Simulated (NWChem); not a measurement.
# CH$_{2}$Cl$_{2}$O$_{2}$Si; SMILES O=C[Si](O)(Cl)Cl

```xyz
8

O      0.3432    -2.6456     0.0000
C      0.9352    -1.5797     0.0000
Si    -0.1688    -0.0045     0.0000
O     -1.7020    -0.5817     0.0000
Cl     0.2139     1.1314     1.6734
Cl     0.2139     1.1314    -1.6734
H      2.0460    -1.5511     0.0000
H     -1.6978    -1.5577     0.0000
```
Atoms are numbered in this order, from 1.

Results from NWChem. Medium grid unless said otherwise, to which SCAN and Minnesota functionals are sensitive. Coordinates come from a B3LYP/6-31G* (spherical d) optimisation. Total energies of different functionals are on different scales.

```
level                                 energy (Ha)  highest occupied level (eV)  orbital gap (eV)  dipole (D)
------------------------------------  -----------  ---------------------------  ----------------  ----------
B3LYP/def2-SVP                         -1399.2937                        -7.51              5.08        1.32
PBE/def2-SVP                           -1398.5254                        -6.20              2.87        1.24
BP86/def2-SVP                          -1399.3658                        -6.33              2.90        1.25
MPW1K/def2-SVP                         -1399.2352                        -9.02              7.49        1.46
LDA (Slater exchange, PW92)/def2-SVP   -1393.6980                        -6.32              2.73        1.31
OLYP/def2-SVP                          -1399.2296                            ?                 ?        1.22
r2SCAN/def2-SVP                        -1399.0784                        -6.61              3.35        1.31
```

Q: Fill in the missing entries.

A: 
- OLYP/def2-SVP, highest occupied level (eV): -6.11
- OLYP/def2-SVP, orbital gap (eV): 2.96
